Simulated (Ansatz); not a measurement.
`CN(C)c1ccc(-c2ccc(-c3ccc(-c4ccc(-c5ccc(-c6ccc(C#N)[te]6)[te]5)[te]4)[te]3)[te]2)[te]1` with charge -1. Charge -1, multiplicity 2. Geometry r2SCAN-D4/def2-SVP, that of the neutral singlet; atoms count from 1.

Cartesian coordinates in Å:
```
C -0.8644 -11.7729 2.4001
N -1.9449 -10.8109 2.4895
C -3.2768 -11.2156 2.8779
C -1.6858 -9.5137 2.1815
C -0.4664 -8.9737 1.7825
C -0.4166 -7.5872 1.5106
C -1.5466 -6.7952 1.6373
C -1.6907 -5.4017 1.4121
C -2.8278 -4.6092 1.5389
C -2.7579 -3.2280 1.2638
C -1.5475 -2.6664 0.8676
C -1.2920 -1.2986 0.5512
C -2.2011 -0.2406 0.5764
C -1.7649 1.0525 0.2314
C -0.4387 1.2679 -0.1326
C 0.1914 2.4810 -0.5100
C 1.5210 2.6833 -0.8707
C 1.9602 3.9753 -1.2161
C 1.0639 5.0379 -1.1955
C 1.3095 6.4011 -1.5078
C 0.4119 7.4642 -1.4855
C 0.8558 8.7557 -1.8325
C 2.1821 8.9555 -2.1918
C 2.8201 10.1712 -2.5706
C 4.1497 10.3634 -2.9312
C 4.5976 11.6566 -3.2787
C 3.6869 12.7001 -3.2476
C 3.9355 14.0471 -3.5568
N 4.1212 15.1748 -3.8100
Te 1.7947 12.0140 -2.6600
Te 3.2094 7.1115 -2.1010
Te -0.8379 4.3257 -0.6028
Te 0.5925 -0.5746 -0.0441
Te -0.0808 -4.1798 0.7954
Te -3.1683 -8.0140 2.2602
H -1.2341 -12.7658 2.6841
H -0.0327 -11.5030 3.0756
H -0.4615 -11.8295 1.3726
H -3.2906 -12.2911 3.0945
H -3.6110 -10.6799 3.7872
H -4.0110 -11.0188 2.0729
H 0.4279 -9.5929 1.6800
H 0.5291 -7.1288 1.1945
H -3.7769 -5.0620 1.8520
H -3.6509 -2.6026 1.3620
H -3.2431 -0.4126 0.8631
H -2.4680 1.8946 0.2472
H 2.2197 1.8383 -0.8840
H 3.0056 4.1453 -1.5017
H -0.6330 7.2950 -1.1998
H 0.1563 9.6007 -1.8181
H 4.8435 9.5148 -2.9457
H 5.6364 11.8415 -3.5678
```

In the def2 sets Te takes a core potential; there is no spin–orbit coupling. Single mean-field runs in def2-SVP are fitted with def2-universal-jkfit.

**Question.** Estimate the Mulliken populations of the heavy atoms from the PBE0/def2-SVP orbitals of Ansatz.

**Answer.** 
```json
{"atom": "C1", "charge (e)": "0.07", "spin (α − β)": "0.00"}
{"atom": "N2", "charge (e)": "-0.38", "spin (α − β)": "0.02"}
{"atom": "C3", "charge (e)": "0.05", "spin (α − β)": "0.00"}
{"atom": "C4", "charge (e)": "-0.06", "spin (α − β)": "0.07"}
{"atom": "C5", "charge (e)": "-0.07", "spin (α − β)": "-0.04"}
{"atom": "C6", "charge (e)": "-0.03", "spin (α − β)": "0.12"}
{"atom": "C7", "charge (e)": "-0.16", "spin (α − β)": "-0.09"}
{"atom": "C8", "charge (e)": "-0.16", "spin (α − β)": "0.16"}
{"atom": "C9", "charge (e)": "-0.04", "spin (α − β)": "-0.10"}
{"atom": "C10", "charge (e)": "-0.02", "spin (α − β)": "0.15"}
{"atom": "C11", "charge (e)": "-0.16", "spin (α − β)": "-0.10"}
{"atom": "C12", "charge (e)": "-0.18", "spin (α − β)": "0.16"}
{"atom": "C13", "charge (e)": "-0.01", "spin (α − β)": "-0.10"}
{"atom": "C14", "charge (e)": "-0.04", "spin (α − β)": "0.11"}
{"atom": "C15", "charge (e)": "-0.15", "spin (α − β)": "-0.05"}
{"atom": "C16", "charge (e)": "-0.16", "spin (α − β)": "0.12"}
{"atom": "C17", "charge (e)": "-0.04", "spin (α − β)": "-0.04"}
{"atom": "C18", "charge (e)": "-0.04", "spin (α − β)": "0.05"}
{"atom": "C19", "charge (e)": "-0.16", "spin (α − β)": "0.02"}
{"atom": "C20", "charge (e)": "-0.15", "spin (α − β)": "0.05"}
{"atom": "C21", "charge (e)": "-0.05", "spin (α − β)": "0.03"}
{"atom": "C22", "charge (e)": "-0.03", "spin (α − β)": "-0.01"}
{"atom": "C23", "charge (e)": "-0.17", "spin (α − β)": "0.10"}
{"atom": "C24", "charge (e)": "-0.13", "spin (α − β)": "-0.01"}
{"atom": "C25", "charge (e)": "-0.07", "spin (α − β)": "0.10"}
{"atom": "C26", "charge (e)": "0.07", "spin (α − β)": "-0.05"}
{"atom": "C27", "charge (e)": "-0.36", "spin (α − β)": "0.13"}
{"atom": "C28", "charge (e)": "-0.09", "spin (α − β)": "-0.04"}
{"atom": "N29", "charge (e)": "-0.06", "spin (α − β)": "0.06"}
{"atom": "Te30", "charge (e)": "0.29", "spin (α − β)": "0.04"}
{"atom": "Te31", "charge (e)": "0.23", "spin (α − β)": "0.05"}
{"atom": "Te32", "charge (e)": "0.23", "spin (α − β)": "0.05"}
{"atom": "Te33", "charge (e)": "0.22", "spin (α − β)": "0.04"}
{"atom": "Te34", "charge (e)": "0.24", "spin (α − β)": "0.01"}
{"atom": "Te35", "charge (e)": "0.21", "spin (α − β)": "0.00"}
```
Mulliken values depend strongly on the basis.

**Question.** Where does the spin sit?

**Answer.** Summed by element: C 0.73, N 0.08, Te 0.19, H -0.01, of 1 unpaired in all. Largest on single atoms: C12 0.16, C8 0.16, C10 0.15.

**Question.** And the Mayer bond orders between heavy atoms (over 0.3)?

**Answer.** C1–N2 1.00 (1.45 Å); N2–C3 0.99 (1.45 Å); N2–C4 1.16 (1.36 Å); C4–C5 1.48 (1.39 Å); C4–Te35 1.04 (2.11 Å); C5–C6 1.26 (1.41 Å); C6–C7 1.51 (1.39 Å); C7–C8 1.27 (1.42 Å); C7–Te35 0.99 (2.12 Å); C8–C9 1.45 (1.39 Å); C8–Te34 1.01 (2.11 Å); C9–C10 1.33 (1.41 Å); C10–C11 1.45 (1.39 Å); C11–C12 1.29 (1.43 Å); C11–Te34 1.03 (2.11 Å); C12–C13 1.43 (1.40 Å); C12–Te33 1.02 (2.10 Å); C13–C14 1.37 (1.41 Å); C14–C15 1.39 (1.39 Å); C15–C16 1.34 (1.42 Å); C15–Te33 1.01 (2.11 Å); C16–C17 1.39 (1.39 Å); C16–Te32 1.00 (2.11 Å); C17–C18 1.39 (1.41 Å); C18–C19 1.39 (1.39 Å); C19–C20 1.35 (1.42 Å); C19–Te32 1.00 (2.12 Å); C20–C21 1.39 (1.39 Å); C20–Te31 1.01 (2.11 Å); C21–C22 1.39 (1.41 Å); C22–C23 1.40 (1.39 Å); C23–C24 1.33 (1.42 Å); C23–Te31 1.00 (2.11 Å); C24–C25 1.41 (1.39 Å); C24–Te30 1.03 (2.11 Å); C25–C26 1.34 (1.41 Å); C26–C27 1.46 (1.39 Å); C27–C28 1.29 (1.40 Å); C27–Te30 0.99 (2.10 Å); C28–N29 2.89 (1.17 Å).
